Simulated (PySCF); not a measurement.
C3H6GeO, SMILES O=C1[CH2][GeH2][CH2]1. Geometry optimised at PBE-D3(BJ)/def2-SVP. The structure was generated by enumeration, and PubChem lists no compound with its InChIKey, so it may never have been made.

These are PBE-D3(BJ)/def2-SVP (PySCF) values and carry that method's errors.

Harmonic wavenumbers (cm⁻¹): 95, 345, 420, 424, 447, 483, 539, 611, 664, 682, 783, 823, 840, 881, 1003, 1039, 1075, 1101, 1321, 1339, 1799, 2089, 2111, 3000, 3005, 3101, 3103. Rotational constants (GHz): 8.134, 2.186, 1.892; symmetry number 1.

**Question.** Work out the zero-point energy and the ideal-gas rigid-rotor harmonic-oscillator thermochemistry at 298.15 K and 1 atm.

**Answer.** ZPE = ½ Σ hcν = ½ × 33122 cm⁻¹ = 198.12 kJ/mol. H − E(el) = 216.47 kJ/mol. Entropy in J/(mol K): translation 169.52, rotation 111.54, vibration 45.21, total 326.27. G − E(el) = 119.20 kJ/mol. Cp = 104.32 J/(mol K). Modes under 150 cm⁻¹ make the vibrational entropy uncertain.
